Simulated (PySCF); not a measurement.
Computed properties of C₄H₇FSi, SMILES C=C[SiH](F)C=C

C4H7FSi, SMILES C=C[SiH](F)C=C. The structure is a stationary point at PBE0-D3(BJ)/def2-SVP. Other conformers were not sampled. All values are computed for the isolated molecule unless a solvent is named; none is compared with measurement here.

**Structure.** All 33 harmonic modes at PBE0-D3(BJ)/def2-SVP (PySCF) are real, so it is a minimum. With heavy atoms numbered as in [SiH:1]([F:2])([CH:3]=[CH2:4])[CH:5]=[CH2:6], the shortest bond between them is C3–C4 at 1.338 Å and the longest Si1–C3 at 1.859 Å.

**Vibrations.** The strongest infrared lines (harmonic, unscaled, degenerate partners summed) lie at 831 cm⁻¹ (259 km/mol, H 79 %, Si 16 %), 899 cm⁻¹ (166 km/mol, Si 42 %, F 34 %, H 22 %), 2242 cm⁻¹ (122 km/mol, H 97 %). The softest mode is at 71 cm⁻¹ and the zero-point energy is 61.0 kcal/mol.

**Electronic structure.** HF/def2-TZVP (PySCF) places the frontier levels at -10.38 and 2.81 eV, a gap of 13.19 eV, and gives a dipole moment of 1.97 D and a mean polarisability of 69.8 bohr³. PBE/def2-TZVP (PySCF) at the same geometry gives -6.89 and -1.94 eV, so its gap is 8.24 eV narrower. An orbital gap is neither the optical nor the fundamental gap.

**Excitations.** TDA-PBE0/def2-SVPD (PySCF) has S1 at 6.08 eV (204 nm, f = 0.045, weak); the most intense of the 10 singlets computed lies at 7.36 eV (f = 0.66). T1 (TDA) is at 4.15 eV, 1.93 eV under S1. TDA-PBE/def2-SVPD (PySCF) puts S1 at 5.17 eV. No vertical singlet excitation falls in the visible range (under 3.1 eV).

**NMR.** GIAO shifts at PBE0/pcSseg-1 (PySCF) (non-relativistic, atoms alike by connectivity averaged): ¹³C from 143.5 to 149.6 ppm against TMS; ¹H from 5.4 to 6.8 ppm against TMS; ²⁹Si at 4.8 ppm against TMS; ¹⁹F at -212.9 ppm against CFCl3.
